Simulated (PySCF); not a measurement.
Species: [ReS4]- (charge -1 and singlet state).
Structure used (PBE0-D3(BJ)/def2-SVP), in Å, numbered top down from 1:
```
atom  x, y, z in Å
Re1   -0.002    0.000    0.002
S2    -0.001   -0.023    2.150
S3     2.022    0.010   -0.711
S4    -1.014    1.760   -0.701
S5    -1.005   -1.748   -0.740
```

Method used: PBE0-D3(BJ)/def2-SVP geometry optimisation, gas phase, def2 core potentials past Kr (PySCF).

Problem. Which atoms are bound to Re1, and at what distances?

Solution. 4 atoms: S3 2.146 Å, S5 2.148 Å, S4 2.148 Å, S2 2.148 Å.

Problem. List the angles at Re1.

Solution. 
```json
{"angle": "S2–Re1–S5", "degrees": "109.7", "distance of the outer atoms (Å)": "3.51"}
{"angle": "S2–Re1–S4", "degrees": "109.7", "distance of the outer atoms (Å)": "3.51"}
{"angle": "S4–Re1–S5", "degrees": "109.5", "distance of the outer atoms (Å)": "3.51"}
{"angle": "S2–Re1–S3", "degrees": "109.4", "distance of the outer atoms (Å)": "3.50"}
{"angle": "S3–Re1–S4", "degrees": "109.4", "distance of the outer atoms (Å)": "3.50"}
{"angle": "S3–Re1–S5", "degrees": "109.3", "distance of the outer atoms (Å)": "3.50"}
```

Problem. What is the shape at Re1?

Solution. Tetrahedral: angles from 109.3° to 109.7°; τ4 = (360° − α − β)/141° = 1.00 with α and β the two widest (0 for a square, 1 for a tetrahedron). Differences among atoms that Td makes equivalent are scatter left by the optimiser.

Problem. What are the rotational constants (commonest isotopes, rigid rotor)?

Solution. A = 1288, B = 1286, C = 1282 MHz: a spherical top.

Point group: Td (tolerance 0.08 Å). Charge -1, singlet. Whether it is a minimum is left open (no frequencies).

Time: 18 s of wall time. Hardware: x86-64 server, one thread, shared host. This is the geometry optimisation.
